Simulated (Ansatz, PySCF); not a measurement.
The pair A = CH2O (SMILES C=O) (first 4 atoms), B = C2H3N (SMILES CC#N); geometry from B3LYP-D3(BJ)/def2-TZVP.
(charge 0, multiplicity 1):
```xyz
10

C     -0.4693    -0.4553     0.1650
O      0.6649    -0.0557     0.1357
H     -0.7102    -1.5294     0.2560
H     -1.3338     0.2294     0.1021
C      1.2174     0.4143     3.3528
C     -0.1474    -0.0736     3.2675
N     -1.2242    -0.4622     3.1573
H      1.2377     1.4018     3.8140
H      1.8260    -0.2675     3.9469
H      1.6310     0.4796     2.3449
```

Correlated levels freeze the cores. CBS: X⁻³ extrapolation of the correlation energy, Hartree–Fock from the larger set. MP2 and its Hartree–Fock in aug-cc-pVTZ are density fitted.

The values were computed with Ansatz (Gaussian orbitals); PySCF for the dispersion terms. 

The monomers are drawn apart, rigid, along the line of their centres of mass. Counterpoise-corrected interaction energies (kcal/mol):

| level | R = 4.110 Å | R = 5.098 Å |
|---|---|---|
| PBE/def2-TZVPPD | -1.9782 | -0.9726 |
| PBE-D3(BJ)/def2-TZVPPD | -2.4950 | -1.1427 |
| wB97M-V/def2-TZVPPD | -2.4576 | -1.1965 |
| MP2/CBS(aug-cc-pVDZ, aug-cc-pVTZ) + ΔCCSD(T)/aug-cc-pVDZ | -2.3625 | -1.1227 |

### Question
R is the distance of the centres of mass. Find the local exponent m of E ∝ R⁻ᵐ between the two points.

### Answer

m = ln(E₁/E₂)/ln(R₂/R₁): PBE/def2-TZVPPD 3.3; PBE-D3(BJ)/def2-TZVPPD 3.6; wB97M-V/def2-TZVPPD 3.3; MP2/CBS(aug-cc-pVDZ, aug-cc-pVTZ) + ΔCCSD(T)/aug-cc-pVDZ 3.5. For scale, two fixed dipoles give m = 3, dipole and quadrupole 4, quadrupoles 5, and dispersion or dipole-induced dipole 6 at long range; at these distances several terms mix, and what is left of overlap and damping shifts m, so it need not match one of them.

Ansatz is a program for electronic structure.
